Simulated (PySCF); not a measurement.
**OsH2: one-bond stretch**

Level of theory: PySCF, UPBE0, basis Os def2-TZVP with ECP60, H def2-TZVP (scalar-relativistic core potentials, no spin–orbit coupling, density fitting).

Rigid scan from the triplet minimum (Os–H 1.581 Å (×2); H–Os–H 86.3°). Coordinate: the bond from Os to the last atom (H) scaled, the rest fixed. Energies in kJ/mol from the minimum.

```
scale of one bond  E (kJ/mol)  dipole size (D)  ⟨S²⟩
             0.92        17.8             2.14  2.01
             0.96         4.0             2.17  2.01
             1.00         0.0             2.21  2.01
             1.05         5.1             2.25  2.01
             1.12        24.9             2.32  2.02
             1.20        58.1             2.39  2.03
             1.35       130.1             2.47  2.10
             1.55       209.7                –  2.45
             1.80       260.3                –  2.80
             2.20       283.9                –  2.98
```

Spin contamination is strong at 1.55, 1.80, 2.20, so these points are less reliable.

With open d or f shells other occupations or spin states may lie lower. No spin–orbit coupling is included, which matters more the heavier the element.

The scan took 13 s on 2 threads of a shared Arm Neoverse V1 host; the process peaked at 0.57 GiB. Launch command: `OMP_NUM_THREADS=2 python axn.py task.json out`.
